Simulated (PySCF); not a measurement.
Species: C₂H₁₀N₂OSi₂.
Z-matrix (Å and degrees, GFN2-xTB geometry), rows numbered from 1:
```
Si
O   1  1.6131
Si  2  1.6171  1  161.38
N   3  1.7180  2  111.89  1   -73.55
C   4  1.4467  3  109.67  2  -140.47
C   5  1.5287  4  106.01  3    35.59
N   6  1.4466  5  106.11  4   -36.64
H   1  1.4635  2  107.09  3   -78.21
H   1  1.4629  2  109.04  3    41.83
H   1  1.4613  2  105.24  3   162.33
H   3  1.4613  2  106.87  1    57.56
H   4  1.0061  3  123.71  2    80.89
H   5  1.0939  4  110.53  3   156.15
H   5  1.0988  4  111.38  3   -83.27
H   6  1.0982  5  109.70  4    83.89
H   6  1.0955  5  110.72  4  -156.61
H   7  1.0046  3  125.59  2   -33.62
```

Method: TDDFT PBE0/def2-SVPD, vertical, gas phase, core orbitals frozen in the response in PySCF 2.14.0, density-fitted response routines.

Frontier orbitals with the atoms that hold most of them (Löwdin shares over 4%, at most four atoms; ? is withheld):

```json
{"orbital": "HOMO-3", "ε (eV)": "-8.84", "atoms": "O2 34%, Si1 23%, H9 20%, H10 6%"}
{"orbital": "HOMO-2", "ε (eV)": "-8.52", "atoms": "O2 36%, Si1 16%, H8 12%, Si3 9%"}
{"orbital": "HOMO-1", "ε (eV)": "-7.07", "atoms": "N4 36%, N7 20%, Si3 10%, C5 8%"}
{"orbital": "HOMO", "ε (eV)": "-6.51", "atoms": "?"}
{"orbital": "LUMO", "ε (eV)": "0.24", "atoms": "?"}
{"orbital": "LUMO+1", "ε (eV)": "0.70", "atoms": "Si1 17%, Si3 12%, C5 11%, H12 8%"}
{"orbital": "LUMO+2", "ε (eV)": "1.03", "atoms": "Si1 39%, H9 9%, H8 8%, H10 7%"}
```

Q: Give the leading atoms of the LUMO.

A: Si1 (bonded to O and 3 H) 35%; Si3 (bonded to 2 N, O and H) 15%; H9 (bonded to Si) 11%; H10 (bonded to Si) 9%. By element: silicon 49%, hydrogen 20% or more.

Q: Give the leading atoms of the HOMO.

A: N7 (bonded to C, Si and H) 39%; N4 (bonded to C, Si and H) 24%; C6 (bonded to C, N and 2 H) 8%; C5 (bonded to C, N and 2 H) 5%. By element: nitrogen 63%, carbon 14%.

Q: How does S1 compare with the orbital gap of 6.75 eV?

A: S1 is at 5.81 eV (f = 0.0048), 0.94 eV below the gap, made of HOMO→LUMO (82%), HOMO→LUMO+1 (13%). 

Q: Give energy, strength and leading configuration of S1 and S2, and follow the Löwdin shares of the leading atoms from the occupied to the empty orbital.

A: 
- S1 (5.81 eV, f 0.0048), HOMO→LUMO (82%): N7 39% → at most 10%, N4 24% → at most 10%, Si1 at most 6% → 35%, Si3 at most 6% → 15%
- S2 (6.08 eV, f 0.0017), HOMO→LUMO+1 (72%): N7 39% → at most 8%, N4 24% → at most 8%, Si1 at most 6% → 17%, Si3 at most 6% → 12%

Löwdin shares depend on the basis, the more so with diffuse functions.

One conformer stands for the species.
